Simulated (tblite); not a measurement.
Species: C6H15OPS.
Numbering: `[CH3:1][S:2][CH2:3][P@@H:4](=[O:5])[CH2:6][CH:7]([CH3:8])[CH3:9]` (hydrogens: H10, H11, H12 on C1; H13, H14 on C3; H15 on P4; H16, H17 on C6; H18 on C7; H19, H20, H21 on C8; H22, H23, H24 on C9)

Computed geometry: GFN2-xTB, gas phase.

**Question.** What internal coordinates does the optimisation give?

**Answer.** 
| bond | length (Å) | order |
| --- | --- | --- |
| C1–S2 | 1.812 | single |
| S2–C3 | 1.821 | single |
| C3–P4 | 1.839 | single |
| P4=O5 | 1.465 | double |
| P4–C6 | 1.832 | single |
| C6–C7 | 1.527 | single |
| C7–C8 | 1.526 | single |
| C7–C9 | 1.524 | single |
| C1–H10, C1–H11, C1–H12 | 1.085 | single |
| C3–H13 | 1.088 | single |
| C3–H14 | 1.092 | single |
| P4–H15 | 1.393 | single |
| C6–H16 | 1.096 | single |
| C6–H17 | 1.091 | single |
| C7–H18 | 1.096 | single |
| C8–H19, C8–H20, C8–H21 | 1.088 | single |
| C9–H22, C9–H23, C9–H24 | 1.089 | single |

Bonds in one row agree within 0.01 Å and their mean is given. Orders are formal, as drawn. A selection of angles:
| angle | degrees |
| --- | --- |
| C1–S2–C3 | 100.2 |
| S2–C3–P4 | 108.5 |
| C3–P4–O5 | 114.1 |
| C3–P4–C6 | 105.6 |
| O5–P4–C6 | 114.5 |
| P4–C6–C7 | 110.1 |
| C6–C7–C8 | 110.6 |
| C6–C7–C9 | 110.0 |
| C8–C7–C9 | 111.3 |

Dihedral angles: C1–S2–C3–P4 -76° (synclinal); S2–C3–P4–O5 71° (synclinal); C3–P4–C6–C7 -169° (antiperiplanar); P4–C6–C7–C8 176° (antiperiplanar).

Of the pairs four or more bonds apart, O5···H12 is among the closest relative to their van der Waals radii: 2.39 Å, 88 % of the sum of Bondi's values. P4 (phosphoryl phosphorus) is distorted tetrahedral (angles from 100.5° to 114.5°). All 3 C–C bonds measure 1.524 to 1.527 Å.

Point group: C1 (no symmetry element, even within 0.4 Å). Its GFN2-xTB frequencies are all real (lowest 30 cm⁻¹). The numbers are those of one conformer.
